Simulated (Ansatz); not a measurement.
`C=CBBr` + `BI` → `BBC=C` + `BrI`  (formal exchange of groups at a B–Br bond)

Computed with Ansatz on PBE0-D4/def2-TZVP structures; ΔE is electronic, products minus reactants. CCSD(T)/CBS is the MP2 limit (def2-TZVPP, def2-QZVPP) plus CCSD(T) − MP2 in def2-TZVPP, frozen cores. def2 core potentials past Kr. For Br, I outer-core shells are correlated without core-valence functions, which leaves a few kJ/mol of doubt a bond. Scalar relativity is left out up to krypton. Each species was taken in one conformer, which may not be the lowest.

`C=CBBr`:

Cartesian coordinates in Å:
```
C 0.743 0.788 -0.753
C 0.085 0.396 0.344
B -0.664 -0.936 0.346
Br -1.612 -1.526 1.896
H 1.290 1.725 -0.804
H 0.753 0.172 -1.647
H 0.097 1.038 1.222
H -0.691 -1.657 -0.604
```

`BI`:

Z-matrix (Å, degrees):
```
B
I 1 2.099
H 1 1.188 2 117.7
H 1 1.188 2 117.7 3 -180.0
```

`BBC=C`:

Z-matrix (Å, degrees):
```
B
B 1 1.642
H 1 1.201 2 122.3
H 1 1.201 2 122.3 3 -176.4
C 2 1.544 1 129.1 3 -91.8
H 2 1.209 1 115.5 3 88.2
C 5 1.338 2 121.1 1 179.9
H 5 1.089 2 121.6 1 -0.1
H 7 1.087 5 122.7 2 -180.0
H 7 1.086 5 120.7 2 0.0
```

`BrI`:

Z-matrix (Å, degrees):
```
Br
I 1 2.464
```

```json
{"species": "`C=CBBr`", "HF/def2-TZVPP energy (Eh)": "-2675.21897"}
{"species": "`BI`", "HF/def2-TZVPP energy (Eh)": "-322.52259"}
{"species": "`BBC=C`", "HF/def2-TZVPP energy (Eh)": "-128.57753"}
{"species": "`BrI`", "HF/def2-TZVPP energy (Eh)": "-2869.08211"}
```

(1) Work out ΔE.

Largest T1 diagnostic among the species: 0.012.

Answers

(1) ΔE = (-128.57753) + (-2869.08211) − (-2675.21897) − (-322.52259) = 0.08192 Eh = +2.23 eV. CCSD(T)/CBS gives +2.27 eV.

From r2SCAN to r2SCAN0 (25 % exact exchange), in def2-TZVPP and without D4, ΔE moves by +0.05 eV. At CCSD(T), def2-SVP lies +0.21 eV from the extrapolated value and def2-TZVPP +0.14 eV. In def2-TZVPP, CCSD(T) changes the Hartree–Fock value by +0.18 eV (the triples alone add +0.04 eV) and MP2 by +0.37 eV.
